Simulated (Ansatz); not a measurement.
CH6OSi2 can be A, `C1O[SiH2][SiH2]1`, or B, `C1[SiH2]O[SiH2]1`.

Program: Ansatz. Geometries: PBE0-D4/def2-TZVP. ΔE: electronic, gas phase. CCSD(T)/CBS adds triple-zeta CCSD(T) − MP2 to the extrapolated MP2 energy (def2 sets, frozen cores). Functionals use def2-TZVPP. B3LYP here is the variant with VWN-RPA as its local correlation; programs differ in this.

Question: Which is lower in electronic energy at CCSD(T)/CBS, and by how much? (Best estimate.)

Answer: Computed: B, by 55.1 kcal/mol.

Question: Give E(B) − E(A) in kcal/mol with B3LYP-D4, BLYP-D4, LDA (SPW92), MP2/def2-TZVPP, CCSD(T)/def2-TZVPP, HF/def2-TZVPP, ωB97M-V. (Best estimate.)

Answer: The calculation gave: B3LYP-D4 -52.0, BLYP-D4 -49.6, LDA (SPW92) -48.9, MP2/def2-TZVPP -57.9, CCSD(T)/def2-TZVPP -54.2, HF/def2-TZVPP -56.9, ωB97M-V -54.9. None reverses the order clearly.

Question: Does the order hold for the free energy at 298.15 K (harmonic terms from PBE0-D4)? (Best estimate.)

Answer: Ansatz gave: Yes: G(B) − G(A) = -53.9 kcal/mol.

Largest T1 diagnostic: 0.013.

From BLYP to BHLYP (50 % exact exchange), in def2-TZVPP and without D4, E(B) − E(A) moves by −5.8 kcal/mol. Leaving LDA and LC-ωPBE aside and taking each functional with its dispersion term where it has one, the values, not all of them listed here, spread over 7.2 kcal/mol, from BHLYP-D4 to revPBE-D4. LDA lies −1.0 kcal/mol from PBE without D4.
